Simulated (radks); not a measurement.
Problem. These are the eigenvalues of the occupied orbitals of an atom or ion with whole-number occupations (eV). Calculated with a radial shooting solver on a logarithmic mesh with Libxc functionals: scalar-relativistic Kohn-Sham, PBE, spin-polarised, spherical densities, finite nucleus; Fermi nuclear charge, rms radius of each element as measured or else 0.836 A^(1/3) + 0.57 fm.

orbital  eigenvalue
1s up     -28749.65
1s down   -28726.49
2s up     -6648.439
2s down   -6607.565
2p up     -6359.417

Which element is it, and in what charge state? The configuration may be excited. Open shells, if any, are filled with parallel spins first.

Solution. Z = 47, silver, charge +41: Ag41+ in [He] 2s2 2p2. The list shows which subshells hold electrons but not how many an open one holds; the 1s level, -1056.5 hartree, gives Z - s = 46.0 by -(Z - s)^2/2, which with screening and relativity narrows Z to a few neighbours, and the depths of the outer levels then fix element, charge and occupations together.
